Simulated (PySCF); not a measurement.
B(H)2(SeH) (BH₃Se), SMILES [SeH]B. Geometry: PBE0-D3(BJ)/def2-TZVP.

Problem. Give the equilibrium geometry at PBE0-D3(BJ)/def2-TZVP (PySCF confirms it by a frequency run) as Cartesian coordinates in Å, and its point group. (Estimate from the structure and the level; the computed values follow.)

Solution. point group Cs.
```xyz
5

B      0.0252    -1.5601     0.0000
H     -1.0277    -2.1163     0.0000
H      1.0663    -2.1345     0.0000
Se    -0.0461     0.3371     0.0000
H      1.4021     0.5890     0.0000
```
